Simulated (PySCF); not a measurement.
Relaxation of singlet ZrCl₃⁺

Level of theory: PySCF, PBE0, basis Zr def2-SVP with ECP28, Cl def2-SVP (scalar-relativistic core potentials, no spin–orbit coupling, density fitting). A (50,194) grid was used.

A hand-made trigonal pyramidal start, of C3v symmetry, held to at least that symmetry:

Coordinates in bohr (charge 1 multiplicity 1):
```
Zr    0.0000    0.0000   -1.1845
Cl    4.1370    0.0000    1.0151
Cl   -2.0685    3.5827    1.0151
Cl   -2.0685   -3.5827    1.0151
```

(1) What does it relax to?

(2) How much energy is released, and in how many steps?

## Answers

(1) It ends at C3v with Zr–Cl 2.259 Å (×3); Cl–Zr–Cl 109.1° (×3) (after a last refinement on a finer grid). A frequency run shows a minimum.

(2) 130.5 kJ/mol in 7 steps.

The relaxation took roughly 40 core-seconds on a shared host.
